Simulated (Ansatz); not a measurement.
C2H7MgN, SMILES `C[CH2][Mg][NH2]`. Total charge 0; spin multiplicity 1. Correlated methods include outer-core shells of Mg, which these sets cover unevenly.

```xyz
11

C    -0.1501    1.4014    1.3127
C    -0.9544    0.4509    0.4231
Mg    0.1423   -0.8526   -0.7990
N     1.1259   -2.0329   -1.9051
H     0.4985    2.0613    0.7282
H    -0.7904    2.0511    1.9222
H     0.5002    0.8620    2.0083
H    -1.6256    1.0314   -0.2228
H    -1.6242   -0.1566    1.0454
H     1.4365   -1.8548   -2.8490
H     1.4412   -2.9611   -1.6641
```

Q: Give the diagnostics of a CCSD(T)/def2-TZVPP run (frozen core, Ansatz 0.2.0). (An estimate is asked.)

A: Ansatz gave: T1 = 0.0089, largest single amplitude 0.019, largest double 0.029, (T) share of the correlation energy 3.1 %, 9 CCSD cycles. The RHF solution is stable towards an unrestricted one. T1 lies under the customary mark of 0.02 for closed shells.
